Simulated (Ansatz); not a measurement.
Na₃Sb. Charge 0, multiplicity 5. Geometry r2SCAN-D4/def2-TZVP; atoms count from 1.

```csv
atom,x (Å),y (Å),z (Å)
Na1,1.1865,0.1004,-2.1219
Na2,-0.4606,-1.7344,1.6432
Na3,-1.7139,0.2391,-0.6333
Sb4,0.9881,1.3949,1.1120
```

In the def2 sets Sb takes a core potential; there is no spin–orbit coupling. At PBE0-D4/def2-TZVP a singlet of charge 0 lies 2.26 eV below the quintet, each at its own geometry. The structure comes from a short search, and lower isomers may exist.

(1) Estimate the Mulliken populations from the PBE0/def2-TZVP orbitals of Ansatz.

(2) Where does the spin sit?

(3) And the Mayer bond orders between bonded heavy atoms (over 0.3)?

Results:

(1) 
```tsv
atom	charge (e)	spin (α − β)
Na1	0.09	0.72
Na2	0.09	0.72
Na3	0.17	0.42
Sb4	-0.34	2.14
```
Mulliken values and Mayer orders depend strongly on the basis.

(2) Summed by element: Na 1.86, Sb 2.14, of 4 unpaired in all. Largest on single atoms: Sb4 2.14, Na2 0.72, Na1 0.72.

(3) Na1–Na3 0.41 (3.26 Å); Na2–Na3 0.41 (3.26 Å); Na3–Sb4 0.37 (3.42 Å).
